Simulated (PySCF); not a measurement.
## Telling isomers of C6H11N2P apart by NMR

One conformer, non-relativistic, rapidly exchanging positions averaged, in vacuum. PBE0/pcSseg-1 with gauge-including orbitals; coordinates at the PBE0-D3(BJ)/def2-SVP level; PySCF.

References, each an isolated molecule treated in the same way: TMS for ¹H (σref 31.27) and ¹³C (σref 184.41). Splittings of carbon signals by F and P are missing where no couplings were computed. Where no couplings were computed, multiplicities follow the n + 1 count of equivalent neighbours, and m marks all less simple cases (inequivalent or close neighbours, rings, F or P nearby). Shifts are as computed. Against solution values, carbons near 30 ppm lie about +2 ppm off and those near 130 ppm about +5 ppm (rms about the fit 1.9 ppm; single classes can miss by 10 ppm). Of 1328 compounds with measured shifts, 309 miss one by over three times the rms of a fit or turn the order of signals round; such compounds aren't used in these exercises. Signals without a measured value on file couldn't be tested in this way; 1H shifts scatter by 0.2 ppm about their fit, and single ones miss by 0.5 ppm. OH and NH positions are gas-phase values without hydrogen bonding to other molecules.

(1) Tabulate the signals of `CN=P1(NC)C=CC=C1`, `CC(C)(C)c1n[nH]cp1` and their relative energies.

(2) What is the quickest way to tell CN=P1(NC)C=CC=C1 from CC(C)(C)c1n[nH]cp1?

Results:

(1) 
```tsv
SMILES	carbon types	δC	δH	E rel. (kcal/mol)
CN=P1(NC)C=CC=C1	4×CH 2×CH3	145.1, 136.4, 33.8, 23.9	6.65 (m, 2H), 6.06 (m, 2H), 2.97 (m, 3H), 2.74 (m, 3H), 1.00 (br s, 1H)	40.3
CC(C)(C)c1n[nH]cp1	2×C 1×CH 3×CH3	198.7, 162.3, 36.9, 34.7	9.59 (br s, 1H), 8.55 (m, 1H), 1.40 (s, 9H)	0.0
```

Energies are electronic energies at PBE0/pcSseg-1 on these geometries, without zero-point or thermal terms, each for the one conformer computed, which needn't be the lowest.

(2) Both give the same number of carbon signals, but DEPT or the intensities differ. The first has an alkene CH at 136.4 ppm, the second a ring carbon next to a ring phosphorus (C) at 198.7 ppm. Their most deshielded carbons lie at 145.1 and 198.7 ppm. In the proton spectra the most deshielded non-exchanging signals are 6.65 (m, 2H) and 8.55 (m, 1H).
